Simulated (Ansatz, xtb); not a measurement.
## Relative energy of two isomers of C3H8Be

Structure I: `[BeH][CH2]CC`, a singlet. Structure II: `[CH3][Be][CH2]C`, a singlet. Both are isolated molecules in the gas phase, relaxed with B3LYP-D3(BJ)/def2-SVP; each stands in its lowest conformer found.

I (Å):

| atom | x (Å) | y (Å) | z (Å) |
| --- | --- | --- | --- |
| C | -1.2804 | 0.3956 | -0.3849 |
| C | -0.0922 | 0.8306 | 0.5009 |
| C | 1.2735 | 0.5420 | -0.1243 |
| Be | -2.8314 | 0.6701 | 0.2058 |
| H | -4.0626 | 0.8843 | 0.6655 |
| H | -1.1888 | 0.8904 | -1.3753 |
| H | -1.1778 | -0.6860 | -0.6161 |
| H | -0.1652 | 1.9111 | 0.7219 |
| H | -0.1522 | 0.3260 | 1.4824 |
| H | 2.1015 | 0.8624 | 0.5296 |
| H | 1.3844 | 1.0657 | -1.0888 |
| H | 1.3976 | -0.5363 | -0.3207 |

II (Å):

```json
{"atom": "C", "x (Å)": "-2.4343", "y (Å)": "1.2417", "z (Å)": "1.6829"}
{"atom": "C", "x (Å)": "0.5405", "y (Å)": "0.5251", "z (Å)": "0.2897"}
{"atom": "C", "x (Å)": "1.3576", "y (Å)": "1.7074", "z (Å)": "-0.2722"}
{"atom": "Be", "x (Å)": "-0.9497", "y (Å)": "0.8867", "z (Å)": "0.9874"}
{"atom": "H", "x (Å)": "-2.4099", "y (Å)": "1.1756", "z (Å)": "2.7867"}
{"atom": "H", "x (Å)": "-3.2339", "y (Å)": "0.5564", "z (Å)": "1.3447"}
{"atom": "H", "x (Å)": "-2.7751", "y (Å)": "2.2652", "z (Å)": "1.4379"}
{"atom": "H", "x (Å)": "1.1534", "y (Å)": "-0.0183", "z (Å)": "1.0382"}
{"atom": "H", "x (Å)": "0.3771", "y (Å)": "-0.2204", "z (Å)": "-0.5156"}
{"atom": "H", "x (Å)": "1.5951", "y (Å)": "2.4496", "z (Å)": "0.5088"}
{"atom": "H", "x (Å)": "0.8096", "y (Å)": "2.2446", "z (Å)": "-1.0648"}
{"atom": "H", "x (Å)": "2.3185", "y (Å)": "1.3854", "z (Å)": "-0.7099"}
```

Task: Estimate which is lower in electronic energy at CCSD(T)/def2-TZVP, and by roughly how much.

Result: The CCSD(T)/def2-TZVP calculation puts structure II lower, by 10.9 kcal/mol.

How the difference moves with the method:

```tsv
level	geometry	E(II) − E(I) (kcal/mol)	departure from the last row (kcal/mol)	job, with rough time for the two
GFN2-xTB	GFN2-xTB	+28.3	+39.3	optimisation, 0.69 s
HF/STO-3G	GFN2-xTB	−7.0	+4.0	single point, 0.66 s
r2SCAN-D4/def2-SVP	GFN2-xTB	−11.9	−0.9	single point, 4.9 s
B3LYP-D3(BJ)/def2-SVP	B3LYP-D3(BJ)/def2-SVP	−10.5	+0.4	optimisation, 57 s
HF/def2-TZVP	B3LYP-D3(BJ)/def2-SVP	−10.3	+0.6	part of the CCSD(T) run
MP2/def2-TZVP	B3LYP-D3(BJ)/def2-SVP	−11.2	−0.2	part of the CCSD(T) run
CCSD(T)/def2-TZVP	B3LYP-D3(BJ)/def2-SVP	−10.9		single point, 90 s
```

As drawn, II has 1 C–Be, 1 C–H in place of 1 C–C, 1 Be–H.

GFN2-xTB puts the two in the other order. The largest departure from CCSD(T)/def2-TZVP is that of GFN2-xTB, 39.3 kcal/mol. A small imaginary or near-zero mode remains, so no thermal terms are given.

The correlated steps freeze 3 core orbitals; the last core shell of Be is correlated, in a basis made for valence electrons. Run with Ansatz 0.2.0, xtb 6.7.1; the last row on 2 threads of Intel(R) Xeon(R) Processor @ 2.50GHz (Skylake/Cascade Lake) on a shared host.
